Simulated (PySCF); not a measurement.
SnCl3, SMILES [Cl][Sn-]([Cl])[Cl], charge -1. Geometry: r2SCAN-D4/def2-SVPD. The isomer is the one that the SMILES or the coordinates give; other isomers of the formula were not compared. The def2 effective core potentials stand for the cores of Sn; spin–orbit coupling is left out.

Q: Give the equilibrium geometry at r2SCAN-D4/def2-SVPD (PySCF confirms it by a frequency run) as a Z-matrix, and its point group. (An estimate is asked for; the answer gives what the named calculation found.)

A: point group C3v.
```
Sn
Cl 1 2.5164
Cl 1 2.5164 2 97.38
Cl 1 2.5164 2 97.38 3 -98.47
```
Charge -1, spin multiplicity 1.
